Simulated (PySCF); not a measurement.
**Energy profile**

The step: SiNH₄F ([NH2][SiH2][F]) + H₂ → SiNH₅ ([NH2][SiH3]) + HF; bonds formed: Si1–H7, F2–H6; bonds broken: Si1–F2, H6–H7 (atoms numbered as in the saddle structure below).

Si1  (0.425, -0.069, 0.319)
F2  (0.104, -0.921, -1.432)
H3  (1.160, -1.293, 0.695)
H4  (0.927, 0.994, 1.244)
N5  (-1.244, 0.135, 0.468)
H6  (0.869, 0.009, -1.415)
H7  (1.316, 0.706, -0.900)
H8  (-1.918, -0.343, -0.103)
H9  (-1.640, 0.784, 1.124)
(Å)

Electronic energies by CCSD(T) at an estimated basis limit (MP2 extrapolated from triple and quadruple zeta, plus CCSD(T) − MP2 in triple zeta), on PBE0-D4/def2-TZVP structures; SiNH$_{6}$F, closed shell; no counterpoise correction. Program: PySCF 2.14 with density fitting (its default auxiliary sets; JK sets also for MP2 and CCSD(T)). Basis: def2-TZVPP and def2-QZVPP. Cores are frozen in the correlated methods. Extrapolation: Hartree–Fock as exp(−7.88 √X), correlation as X^−2.97.

Q: Give the profile in kcal/mol, counted from the separated reactants. (An estimate is asked for; the value comes from the calculation.)

A: By the calculation:
```json
{"point": "separated: SiNH$_{4}$F (linked as [NH2][SiH2][F]; Si1, F2, H3, H4, N5, H8, H9; singlet) + H$_{2}$ (H6, H7; singlet)", "kcal/mol": "0.00"}
{"point": "start structure", "kcal/mol": "-0.51"}
{"point": "saddle", "kcal/mol": "58.25"}
{"point": "end structure", "kcal/mol": "30.02"}
{"point": "separated: SiNH$_{5}$ (linked as [NH2][SiH3]; Si1, H3, H4, N5, H7, H8, H9; singlet) + HF (F2, H6; singlet)", "kcal/mol": "32.92"}
```

No T1 diagnostic of these runs exceeds 0.013.

For scale, one of the runs: CCSD(T)/def2-TZVPP, 188 basis functions, launched by `OMP_NUM_THREADS=4 python run.py`. Hardware: 4 CPU threads of an Arm Neoverse V2, shared host. Wall time 3.9 min; peak host memory 2 GiB.
